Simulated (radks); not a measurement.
Values are calculated unless marked as measured or tabulated.
Yb III, 68 electrons, occupied as [Xe] 4f14. Code: a radial shooting solver on a logarithmic mesh with Libxc functionals. Model: scalar-relativistic Kohn-Sham, LDA (Slater exchange, Perdew-Zunger correlation), spin-polarised, spherical densities, point nucleus.

Normalised radial functions P(r) = r R(r), r in bohr:

r              4d       5s      4f
0.001906   0.0001   0.0857  0.0000
0.002184   0.0001   0.0941  0.0000
0.002522   0.0002   0.1036  0.0000
0.002889   0.0002   0.1129  0.0000
0.003337   0.0004   0.1231  0.0000
0.003823   0.0005   0.1327  0.0000
0.004415   0.0008   0.1427  0.0000
0.005058   0.0011   0.1515  0.0000
0.005795   0.0016   0.1593  0.0000
0.006693   0.0024   0.1658  0.0000
0.007668   0.0035   0.1696  0.0000
0.008855   0.0051   0.1702  0.0000
0.01015    0.0073   0.1666  0.0001
0.01172    0.0107   0.1574  0.0001
0.01342    0.0152   0.1424  0.0002
0.01538    0.0215   0.1204  0.0003
0.01776    0.0310   0.0887  0.0004
0.02035    0.0434   0.0505  0.0007
0.0235     0.0615   0.0017  0.0012
0.02692    0.0847  -0.0508  0.0020
0.03109    0.1175  -0.1104  0.0032
0.03562    0.1581  -0.1662  0.0051
0.04081    0.2099  -0.2158  0.0081
0.04714    0.2784  -0.2540  0.0130
0.054      0.3567  -0.2683  0.0200
0.06237    0.4529  -0.2522  0.0313
0.07145    0.5532  -0.2019  0.0469
0.08252    0.6618  -0.1106  0.0709
0.09454    0.7561   0.0057  0.1029
0.1083     0.8274   0.1375  0.1464
0.1251     0.8580   0.2697  0.2079
0.1433     0.8245   0.3591  0.2826
0.1655     0.7038   0.3857  0.3807
0.1896     0.4992   0.3262  0.4904
0.219      0.1895   0.1708  0.6212
0.2509    -0.1708  -0.0417  0.7519
0.2874    -0.5609  -0.2740  0.8801
0.332     -0.9529  -0.4768  1.0004
0.3803    -1.2501  -0.5670  1.0873
0.4392    -1.4410  -0.5123  1.1401
0.5032    -1.4839  -0.3150  1.1481
0.5812    -1.3919   0.0102  1.1131
0.6658    -1.2061   0.3636  1.0449
0.7628    -0.9668   0.6914  0.9511
0.881     -0.7024   0.9456  0.8343
1.009     -0.4779   1.0621  0.7171
1.166     -0.2896   1.0505  0.5943
1.335     -0.1641   0.9359  0.4857
1.542     -0.0805   0.7481  0.3826
1.767     -0.0366   0.5515  0.2983
2.024     -0.0147   0.3703  0.2268
2.338     -0.0048   0.2179  0.1645
2.679     -0.0014   0.1180  0.1172
3.093     -0.0003   0.0540  0.0781
3.544     -0.0001   0.0224  0.0504
4.093     0.0000   0.0074  0.0297
4.689     0.0000   0.0022  0.0166

4d: eigenvalue -192.47 eV, 1 radial node at r = 0.236 bohr, <r> = 0.560 bohr, 90 % of the charge inside 0.844 bohr. 5s: eigenvalue -70.007 eV, 4 radial nodes at r = 0.0236, 0.0940, 0.245, 0.579 bohr, <r> = 1.21 bohr, 90 % of the charge inside 1.75 bohr. 4f: eigenvalue -17.959 eV, 0 radial nodes, <r> = 0.779 bohr, 90 % of the charge inside 1.37 bohr.
